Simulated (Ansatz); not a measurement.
Reaction (formal exchange of groups at a Ga–O bond): `[OH][Ga]([OH])[O][SiH3]` + `CC(C)C(C)C` → `C[CH](C)[Ga]([OH])[OH]` + `CC(C)O[SiH3]`

Isolated molecules relaxed with PBE0-D4/def2-TZVP in Ansatz; ΔE leaves out vibrations. CCSD(T)/CBS adds triple-zeta CCSD(T) − MP2 to the extrapolated MP2 energy (def2 sets, frozen cores). Functionals use def2-TZVPP. For Ga outer-core shells are correlated without core-valence functions, which leaves a few kJ/mol of doubt a bond. Scalar relativity is left out up to krypton. One conformer a species, not always the lowest.

| level | ΔE (eV) |
| --- | --- |
| ωB97X-V | 1.18 |
| ωB97M-V | 1.16 |
| r2SCAN | 1.14 |
| CCSD(T)/def2-TZVPP | 1.27 |

(1) What does CCSD(T)/CBS give? (An estimate is asked.)

Largest T1 diagnostic among the species: 0.014.

## Answers

(1) The calculation gave: +1.19 eV. The listed levels differ from it by -0.01, -0.03, -0.05, 0.08 eV.

From PBE to PBE0 (25 % exact exchange), in def2-TZVPP and without D4, ΔE moves by +0.11 eV. The D4 term adds +0.03 eV with B3LYP and +0.02 eV with PBE0; it sums over pairs of atoms, weighted by their polarisabilities, and B3LYP, whose exchange is more repulsive, gets the larger term.

B3LYP here is the variant with VWN-RPA as its local correlation; programs differ in this.
